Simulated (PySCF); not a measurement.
Run record: geometry optimisation, `C([SeH])#[N+][BH2-]C#N`.

Method: PBE0-D3(BJ)/def2-SVP geometry optimisation, gas phase (PySCF 2.14.0). Start geometry: GFN2-xTB. A driver script takes a list of jobs; this job's settings line and coordinates (Å) are shown.

Command:
```bash
OMP_NUM_THREADS=1 python probes_run.py task.json out
```

Input:
```
{"job": {"xc": "PBE0", "basis": "def2-SVP", "d3": "d3bj", "grid": 1, "shake": 0.01, "kind": "geom"}, "charge": 0, "multiplicity": 1}
N     -1.470170     1.622020    -1.683100
C     -1.191290     0.615000    -1.284590
B     -0.801960    -0.788710    -0.751200
N      0.236890    -0.494820     0.295090
C      0.961770    -0.141830     1.083060
Se     2.167870     0.237200     2.373840
H     -1.700840    -1.323360    -0.225320
H     -0.225080    -1.417930    -1.594410
H      2.080630     1.675270     2.180150
```

Output:
```
step   0  E = -2612.88605569  max force = 0.106014
step   1  E = -2612.89576153  max force = 0.013053
step   2  E = -2612.89602645  max force = 0.002934
step   3  E = -2612.89608268  max force = 0.001298
step   4  E = -2612.89610491  max force = 0.001327
step   5  E = -2612.89611215  max force = 0.000491
step   6  E = -2612.89611354  max force = 0.000229
optimisation converged
```

Energies in Eh; «max force» is the largest Cartesian gradient component in Eh/bohr.

**Question.** How much energy does the optimisation release, in kJ/mol?

**Answer.** E(step 0) − E(last step) = 0.010058 Eh, which is 26.4 kJ/mol.

**Question.** Give the first gradient maximum in eV/Å.

**Answer.** With 1 Eh/bohr = 51.422 eV/Å, 5.451 eV/Å.

In short: final energy -2612.89611 Eh after 6 steps; dipole 9.51 D.

**Question.** Where do the atoms end?

**Answer.** 0.092 Å rms from the input after alignment:
```
atom  x, y, z in Å
N1    -1.6206    1.5116   -1.9094
C2    -1.2844    0.4934   -1.4662
B3    -0.8207   -0.8817   -0.8519
N4     0.1975   -0.5345    0.2571
C5     0.9549   -0.2559    1.0805
Se6    2.1631    0.1026    2.3994
H7    -1.7298   -1.4793   -0.3014
H8    -0.2221   -1.5769   -1.6550
H9     2.0466    1.5546    2.1676
```

**Question.** Estimate the wall time. Hardware: one thread of an Arm Neoverse V2, shared host with 192 logical CPUs at a one-minute load of 43. And the peak memory of the process?

**Answer.** About 35 s, with 0.47 GiB resident at the peak, the Python interpreter and its libraries included.
Labels such as C1 count atoms from 1, the log's own numbers from 0.
